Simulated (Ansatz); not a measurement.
Species: SiBr2, charge 0, triplet. This triplet is an excited state, 2.1 eV above the singlet at CCSD(T)/def2-QZVPP (Ansatz, a first-principles code). SiBr2 (SMILES Br[Si]Br, triplet).
B3LYP-D3(BJ)/def2-TZVP minimum from Ansatz:
```xyz
3

Si     0.0030    -0.0043     0.9363
Br     1.0631    -1.6126    -0.1980
Br    -1.0643     1.6143    -0.1765
```
Charge 0, spin multiplicity 3.

Total energies in def2-SVP, 18 correlated electrons, 33 frozen orbitals. UHF or UKS for unpaired electrons; spin-orbit terms are left out. Correlated methods leave the cores frozen (noble-gas shells, and filled d and f shells in the p block). No relativity. Spin-orbit terms, left out, reach several kcal/mol for Br and I, and more for heavier atoms. The spin of Br2Si (Br[Si]Br, triplet) was assumed, and the state is the lowest solution found for it.

| method | program | energy (Eh) | minus CCSDT(Q) (mEh) |
|---|---|---|---|
| HF | Ansatz | -5433.05410 | 332.89 |
| MP2 | Ansatz | -5433.34705 | 39.95 |
| CCSD | Ansatz | -5433.37585 | 11.15 |
| CCSD(T) | Ansatz | -5433.38523 | 1.77 |
| CCSDT(Q) | Ansatz | -5433.38700 | 0.00 |

Rough core times of Ansatz's runs on a shared machine: CCSD(T) 20 s, CCSDT(Q) 6 min.
